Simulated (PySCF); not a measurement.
Below is a simulated gas-phase C 1s photoelectron spectrum of `C[CH](C)[GaH2-][AsH3+]`.

Every computed line was given a Gaussian of 0.5 eV full width at half maximum and an area set by the number of equivalent atoms; the highest printed point is 100. Level of theory: delta-SCF UKS SCAN, pcX-2 on the ionised atom, pcseg-1 elsewhere, spin-free X2C (PySCF 2.14.0).

(binding energy (eV), intensity): (288.7, 0), (288.8, 1), (288.9, 4), (289.0, 10), (289.1, 21), (289.2, 35), (289.3, 47), (289.4, 51), (289.5, 44), (289.6, 33), (289.7, 26), (289.8, 30), (289.9, 49), (290.0, 76), (290.1, 97), (290.2, 100), (290.3, 83), (290.4, 55), (290.5, 29), (290.6, 12), (290.7, 4), (290.8, 1), (290.9, 0)

Task: How many maxima does the curve show, and how many computed lines lie under it?

Result: The curve has 2 maxima (at 289.4 and 290.2 eV). Under it lie 2 lines from 2 inequivalent carbon sites.

Task: Decompose the envelope and assign each component. Numbering: `[CH3:1][CH:2]([CH3:3])[GaH2-:4][AsH3+:5]`.

Result: 
```
position (eV)  relative area  line  atoms    environment
       289.38              1  C 1s     C2  sp3 CH carbon
       290.16              2  C 1s  C1/C3  methyl carbon
```

Task: What are the centre and the root-mean-square width of the whole band?

Result: The area-weighted mean of the lines is 289.90 eV. Their own spread about it is 0.37 eV (rms) and each Gaussian has σ = 0.5/2.355 = 0.21 eV; the variances add, which gives 0.43 eV.

The listed C 1s values span 0.78 eV, from C2 (bonded to 2 C, H and Ga) to C1/C3 (bonded to C and 3 H). Summing the Pauling electronegativity differences to the bonded atoms, each weighted by its formal bond order, gives -1.09 for the lowest site and -1.05 for the highest.

No satellites, vibrations or lifetime broadening are included. Atoms equivalent by their bonding share one computed value, that of the first of them. Geometry: PBE0-D3(BJ)/def2-SVP, one conformer, isolated molecule.

Conformer computed: `[CH3:1][CH:2]([CH3:3])[GaH2-:4][AsH3+:5]`: C1–C2–Ga4–As5 -64°.
